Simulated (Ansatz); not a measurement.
Reactions of C₅H₆S, SMILES `C#CC(=C)SC`.

Computed with Ansatz on PBE0-D4/def2-TZVP structures; ΔE is electronic, products minus reactants. CCSD(T)/CBS is the MP2 limit (def2-TZVPP, def2-QZVPP) plus CCSD(T) − MP2 in def2-TZVPP, frozen cores. This one scheme is used for every species, atoms too. Functionals use def2-TZVPP. B3LYP here is the variant with VWN-RPA as its local correlation; programs differ in this. No spin–orbit coupling; open shells (•) take unrestricted orbitals. Spin–orbit coupling would lower the free atoms: a little for C, S. Elements past krypton have def2 core potentials. Bonds to Sn are less sure, by a few kJ/mol each and by 10 to 20 or more in all where they break to atoms, as the def2 sets lack core-valence functions. One conformer a species, not always the lowest.

| reaction | MP2/CBS(def2) (kJ/mol) | LDA (SPW92) (kJ/mol) | B3LYP-D4 (kJ/mol) | revPBE-D4 (kJ/mol) | CCSD(T)/CBS(def2) (kJ/mol) |
| --- | --- | --- | --- | --- | --- |
| `C#CC(=C)SC` → `Cc1cccs1` | -246 | -276 | -223 | -241 | -227 |
| `C#CC(=C)SC` + H₂ → `C=CSC` + `C#C` | -14 | -7 | -20 | -6 | -27 |
| `C#CC(=C)SC` + H–F → `C=C(F)SC` + `C#C` | 87 | 64 | 61 | 70 | 70 |
| `C#CC(=C)SC` → 5 C• + 6 H• + S• | 5158 | 5829 | 5052 | 5091 | 5035 |
| `C#CC(=C)SC` + H₂O → `C#CC(=C)O` + CH₃SH | 50 | 22 | 28 | 34 | 37 |
| `C#CC(=C)SC` + H₂ → `C#CC=C` + CH₃SH | -37 | -37 | -49 | -32 | -51 |
| `C#CC(=C)SC` + `CC` → `C#CCC` + `C=CSC` | 18 | 17 | 16 | 20 | 12 |
| `C#CC(=C)SC` + `[NH2][SnH3]` → `C#C[NH][SnH3]` + `C=CSC` | 43 | 25 | 28 | 32 | 37 |

Largest T1 diagnostic: 0.014, for `C#C[NH][SnH3]`.
